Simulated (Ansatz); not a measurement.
Two structures of SiNH6Cl2F, closed shell, reached by relaxing down either side of one saddle point (PBE0-D4/def2-TZVP). Energies are electronic, without zero-point energy. Ansatz 0.2.0; basis: def2-TZVPP and def2-QZVPP; cores frozen in the correlated methods. Extrapolation: Hartree–Fock as exp(−7.88 √X), correlation as X^−2.97. First:

Si1  (-0.247, -0.024, -1.141)
Cl2  (-0.393, -2.051, 0.035)
H3  (1.100, -0.427, -1.556)
H4  (-1.548, -0.363, -1.730)
Cl5  (-0.146, 1.970, -1.989)
H6  (0.470, 0.410, 1.146)
N7  (-0.336, 0.735, 0.589)
H8  (1.049, -1.513, 1.270)
F9  (1.564, -0.885, 1.779)
H10  (-0.347, 1.751, 0.528)
H11  (-1.167, 0.398, 1.070)
(Å)

Second:

| atom | x (Å) | y (Å) | z (Å) |
| --- | --- | --- | --- |
| Si1 | -0.3086 | 0.4485 | -1.1868 |
| Cl2 | 0.6601 | -2.9991 | 0.0185 |
| H3 | 1.0181 | -0.0395 | -1.5994 |
| H4 | -1.3740 | -0.5679 | -1.1757 |
| Cl5 | -0.8684 | 1.9387 | -2.4881 |
| H6 | 0.2796 | -0.0781 | 1.4756 |
| N7 | -0.1554 | 1.0653 | 0.4464 |
| H8 | 0.6653 | -2.1896 | 1.0388 |
| F9 | 0.5461 | -0.7914 | 2.0880 |
| H10 | 0.5567 | 1.7803 | 0.5519 |
| H11 | -1.0193 | 1.4328 | 0.8308 |

**Question.** Which bonds change from the first to the second?

**Answer.** SiH₂Cl₂ ([Cl][SiH2][Cl]) + NH₃ + HF → SiNH₄Cl ([NH2][SiH2][Cl]) + HCl + HF; bonds formed: Cl2–H8, H6–F9; bonds broken: Si1–Cl2, H6–N7, H8–F9.

**Question.** Give the saddle point's structure and its height above each. (An estimate is asked for; the value comes from the calculation.)

**Answer.** By the calculation: 12.87 kcal/mol above the first and 7.74 kcal/mol above the second (CCSD(T) at an estimated basis limit (MP2 extrapolated from triple and quadruple zeta, plus CCSD(T) − MP2 in triple zeta)).
```
11
angstrom
Si -0.2300 0.2590 -1.1953
Cl -0.1507 -2.3858 0.2838
H 1.0626 -0.3547 -1.5135
H -1.4630 -0.4407 -1.5751
Cl -0.2597 2.0857 -2.1643
H 0.5947 0.1322 1.1780
N -0.2792 0.7404 0.5455
H 0.7319 -1.6103 1.1096
F 1.3275 -0.6311 1.6955
H -0.1797 1.7453 0.6551
H -1.1542 0.4600 0.9806
```

T1 diagnostic: at most 0.010.

Labels in which every atom is bracketed show which atoms are joined, not bond orders.

For scale, one of the runs: CCSD(T)/def2-TZVPP, 272 basis functions, launched by `ansatz run in.yaml --threads 8 --pin off --events-out ev --progress --plain --max-ram 19148MiB`. Hardware: 8 CPU threads of an Arm Neoverse V1, shared host. Wall time 2.2 min; peak host memory 7 GiB.
